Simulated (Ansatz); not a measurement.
Ansatz (a first-principles code) input for Si(Me)3(OH) (C3H10OSi), SMILES O[Si](C)(C)C, ωB97X-V/def2-SVPD. Geometry: r2SCAN-D4/def2-SVP. The isomer is the one that the SMILES or the coordinates give; other isomers of the formula were not compared. The values are those of a single conformer.

Ansatz 0.2 input:
```yaml
crystal:
  periodic: [false, false, false]
  atoms:
    - {symbol: C, position_ang: [0.91858480, -0.53616202, -1.53439235]}
    - {symbol: Si, position_ang: [-0.00534055, 0.03264899, -0.00000000]}
    - {symbol: C, position_ang: [-1.75705689, -0.61412793, 0.00000000]}
    - {symbol: C, position_ang: [0.91858481, -0.53616202, 1.53439235]}
    - {symbol: O, position_ang: [-0.16945937, 1.70640033, 0.00000000]}
    - {symbol: H, position_ang: [0.99439813, -1.63613750, -1.56955795]}
    - {symbol: H, position_ang: [1.94697772, -0.13801619, -1.56636358]}
    - {symbol: H, position_ang: [0.40459467, -0.20628131, -2.45209795]}
    - {symbol: H, position_ang: [-2.30506650, -0.26317093, 0.88932133]}
    - {symbol: H, position_ang: [-1.78192324, -1.71608309, 0.00000000]}
    - {symbol: H, position_ang: [-2.30506651, -0.26317094, -0.88932132]}
    - {symbol: H, position_ang: [0.99439813, -1.63613749, 1.56955796]}
    - {symbol: H, position_ang: [1.94697772, -0.13801619, 1.56636357]}
    - {symbol: H, position_ang: [0.40459467, -0.20628131, 2.45209794]}
    - {symbol: H, position_ang: [0.64988153, 2.21371826, -0.00000001]}
basis:
  gaussian:
    orbitals: def2-SVPD
hamiltonian:
  xc: {name: wB97X-V}
```

It prints:

```
WARN ansatz: RAYON_NUM_THREADS=2 ignored (pool sized by the plan → 2); use --threads N
Functional definition: wB97X-V
integrals: 0.17 GiB planned
1569 factors; their error is unknown
integrals: 0.20 GiB planned
672 factors; integrals over basis functions are off by at most 4.4e-6 eV
mean field: 1.58 GiB planned
mean field evaluation 1: about -13185.2916 eV, gradient 5.9e1 eV
mean field evaluation 2: about -13187.3139 eV, gradient 5.3e1 eV
mean field evaluation 4: about -13192.3956 eV, gradient 1.4e0 eV
mean field evaluation 8: about -13192.4168 eV, gradient 2.1e-1 eV
mean field evaluation 16: about -13192.4169 eV, gradient 8.3e-5 eV
mean field -13192.41686439 eV, -484.8123776251 hartree, gradient 8.3e-5 eV, S^2 0.000000; 0 other end points of the search recorded, 0 dependent functions left out
reference -13192.41686176 eV, -484.8123775283 hartree; 25, 25 occupied and 162, 162 virtual orbitals, 1569 factors
Total energy: -13192.41686176 eV, -484.8123775283 hartree
```

The calculation finished and met its thresholds.

Cost: about 27 core-seconds (a rough figure).
